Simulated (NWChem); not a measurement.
C3H7Si, doublet; SMILES C1C[SiH]C1

```xyz
11

C      0.2064     1.2576     0.0000
C     -0.1680     0.3539     1.2207
Si    -0.0123    -1.1208     0.0000
C     -0.1680     0.3539    -1.2207
H      1.2840     1.4531     0.0000
H     -0.3102     2.2274     0.0000
H     -1.1977     0.5296     1.5483
H      0.4933     0.4196     2.0883
H      1.3853    -1.6804     0.0000
H      0.4933     0.4196    -2.0883
H     -1.1977     0.5296    -1.5483
```
Atoms are numbered in this order, from 1.

Program: NWChem. Pople sets run with spherical d functions. Spin-unrestricted. Medium grid unless said otherwise, to which SCAN and Minnesota functionals are sensitive. In the optimisation the excess spin sits in a' (Cs, its own frame). Coordinates come from a B3LYP/6-31G* (spherical d), spin-unrestricted optimisation. No stability test was run on the SCF state. Total energies of different functionals are on different scales.

```tsv
level	energy (Ha)	highest occupied level (eV)	lowest empty minus highest occupied level, either spin (eV)	dipole (D)	<S²>
B3LYP/6-31G*	-407.9532	-5.26	2.82	0.90	0.751
PBE/6-31G*	-407.6128	-4.42	1.49	1.08	0.751
KT2/6-31G*	-412.5613	-4.51	1.57	1.00	0.752
BLYP/6-31G*	-407.8465	[?]	[?]	1.05	0.751
LDA (Slater exchange, VWN5)/6-31G*	-405.6405	-4.36	1.08	1.18	0.751
UHF/6-31G*	-406.5275	-8.40	9.92	0.46	0.753
SCAN/6-31G*	-407.8905	-4.80	2.21	0.94	0.753
```

### Question
What belongs in the gaps?

### Answer

- BLYP/6-31G*, highest occupied level (eV): -4.18
- BLYP/6-31G*, lowest empty minus highest occupied level, either spin (eV): 1.25
